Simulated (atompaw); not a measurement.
## u(r) = r·R(r): atom against pseudo-atom (As)

Columns: radius, all-electron u(r) and pseudo u(r) of the 3d shell (level -40.64 eV) of arsenic in the configuration [Ne] 3s2 3p6 3d10 4s2 4p3; PBEsol, scalar-relativistic, PAW (atompaw) scheme, atompaw 4.2.0.5.

| r (bohr) | all-electron | pseudo |
| --- | --- | --- |
| 0.035 | 0.0156 | 0.0008 |
| 0.069 | 0.0841 | 0.0059 |
| 0.104 | 0.2063 | 0.0197 |
| 0.138 | 0.3546 | 0.0446 |
| 0.173 | 0.5169 | 0.0844 |
| 0.208 | 0.6730 | 0.1396 |
| 0.242 | 0.8094 | 0.2078 |
| 0.277 | 0.9287 | 0.2913 |
| 0.312 | 1.0250 | 0.3856 |
| 0.346 | 1.0966 | 0.4839 |
| 0.381 | 1.1492 | 0.5875 |
| 0.415 | 1.1818 | 0.6862 |
| 0.450 | 1.1990 | 0.7810 |
| 0.485 | 1.2022 | 0.8650 |
| 0.519 | 1.1944 | 0.9328 |
| 0.554 | 1.1772 | 0.9862 |
| 0.588 | 1.1537 | 1.0210 |
| 0.623 | 1.1239 | 1.0394 |
| 0.658 | 1.0899 | 1.0411 |
| 0.692 | 1.0541 | 1.0289 |
| 0.727 | 1.0153 | 1.0049 |
| 0.762 | 0.9752 | 0.9723 |
| 0.796 | 0.9356 | 0.9355 |
| 0.831 | 0.8948 | 0.8952 |
| 0.865 | 0.8554 | 0.8555 |
| 0.900 | 0.8154 | 0.8154 |

(1) How many radial nodes do the two functions have?

(2) Where does each function peak?

(3) Is the pseudo-wave norm-conserving?

Answers

(1) The all-electron 3d function has n − l − 1 = 0; the pseudo-wave has 0.

(2) Outermost all-electron maximum near 0.48 bohr, pseudo maximum near 0.66 bohr (to the table’s step).

(3) No, it belongs to a PAW set: the norm inside the radius is not constrained, and the difference is carried by the augmentation charge.
